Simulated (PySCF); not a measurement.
C3H6NO, SMILES C[N]C(C)=O, doublet (B3LYP/def2-SVP optimised geometry):

```
11

C     -1.853     0.360     0.000
N     -0.423     0.360     0.000
C      0.239    -0.367    -0.974
C      1.595    -0.894    -0.569
O     -0.216    -0.463    -2.106
H     -2.297    -0.205    -0.838
H     -2.195    -0.076     0.960
H     -2.231     1.398     0.000
H      2.297    -0.051    -0.463
H      1.968    -1.585    -1.336
H      1.544    -1.398     0.409
```

Method: PySCF 2.14.0 with unrestricted B3LYP/def2-TZVP.

Question: What are the frontier orbital energies (α orbitals alone; a β orbital can be the lowest empty one) and the dipole moment?

Answer: HOMO-2 -8.74 eV, HOMO-1 -7.85 eV, HOMO -7.52 eV, LUMO -0.25 eV, LUMO+1 1.00 eV; dipole moment 2.10 D.

On the same geometry PySCF with unrestricted PBE/def2-TZVP gives HOMO-2 -7.37 eV, HOMO-1 -6.51 eV, HOMO -6.17 eV, LUMO -1.03 eV, LUMO+1 0.57 eV; dipole moment 1.98 D.

Meta-Löwdin charges at B3LYP/def2-TZVP: C1 -0.23, N2 -0.19, C3 0.42, C4 -0.37, O5 -0.43, H6 0.12, H7 0.14, H8 0.14, H9 0.14, H10 0.13, H11 0.13.
